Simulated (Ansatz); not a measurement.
Isolated molecules relaxed with PBE0-D4/def2-TZVP in Ansatz; ΔE leaves out vibrations. CCSD(T)/CBS adds triple-zeta CCSD(T) − MP2 to the extrapolated MP2 energy (def2 sets, frozen cores). This one scheme is used for every species. DFT in def2-TZVPP. For Ge outer-core shells are correlated without core-valence functions, which leaves a few kJ/mol of doubt a bond. Scalar relativity is left out up to krypton. One conformer a species, not always the lowest.

Reaction (ligand exchange at a Ge–C bond): `C#[C][Ge]([F])([F])[O]C` + CH₃OH → `C[O][Ge]([F])([F])[O]C` + acetylene

```csv
level,ΔE (eV)
B97M-V,-0.21
ωB97X-V,-0.23
PBE,-0.13
r2SCANh,-0.21
HF/def2-SVP,-0.21
SCS-MP2/def2-TZVPP,-0.20
MP2/def2-QZVPP,-0.19
CCSD/CBS(def2),-0.20
```

(1) What does CCSD(T)/CBS give? (Estimate.)

Largest T1 diagnostic among the species: 0.013.

Answers

(1) Computed: -0.20 eV. The listed levels differ from it by -0.01, -0.03, 0.07, -0.01, -0.01, 0.00, 0.01, 0.00 eV.

At CCSD(T), def2-SVP lies −0.06 eV from the extrapolated value and def2-TZVPP −0.00 eV. In def2-TZVPP, CCSD(T) changes the Hartree–Fock value by +0.05 eV (the triples alone add +0.00 eV) and MP2 by +0.07 eV.
